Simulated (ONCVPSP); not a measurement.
PBE ONCV dataset for zinc (Zn), scalar-relativistic all-electron reference.

ONCVPSP 4.0.1 input, shortened (lines: element, Z, core and valence counts, functional; n l f; lmax; l rc ep ncon nbas qcut; lloc lpopt rc5 dvloc0; l nproj debl; icmod fcfact rcfact), PBE, scalar-relativistic:

```
  Zn 30.00    3    5        4      upf
    1    0    2.00
    2    0    2.00
    2    1    6.00
    3    0    2.00
    3    1    6.00
    3    2   10.00
    4    0    1.75
    4    1    0.25
    2
    0    1.25    0.00    3    6    8.00
    1    1.45    0.00    4    8    9.60
    2    1.40    0.00    3    8   12.70
    4    1    1.05    0.00
    0    2    2.20
    1    2    2.80
    2    2    0.70
    1    0.55    0.00
```

All-electron outer shells of the reference configuration (PBE, scalar-relativistic, ld1.x):

| shell | level (eV) | outermost node (bohr) | outermost maximum (bohr) |
| --- | --- | --- | --- |
| 2s | -1158.92 | 0.07 | 0.19 |
| 2p | -1004.62 | – | 0.15 |
| 3s | -129.85 | 0.28 | 0.59 |
| 3p | -84.02 | 0.25 | 0.59 |
| 3d | -10.75 | – | 0.57 |
| 4s | -6.38 | 0.85 | 2.09 |
| 4p | -1.41 | 0.92 | 3.04 |

Q: Estimate the cutoffs (Ha) at which the residual kinetic energy of the hardest occupied pseudo-wave falls to 1 and 0.1 mHa per electron.

A: 58 Ha and 65 Ha.

Q: What does a ghost test show?

A: No bound ghost flagged; no localised positive-energy state flagged.

Q: Which valence shell sets the plane-wave cutoff?

A: 3d: 58 Ha for 1 mHa per electron, against 36 Ha for 3p.

Its largest configuration-test error is +0.4 meV (3s2 3p6 3d10 4s1 4p0). 2 of 4 tests not solved or not reliable.
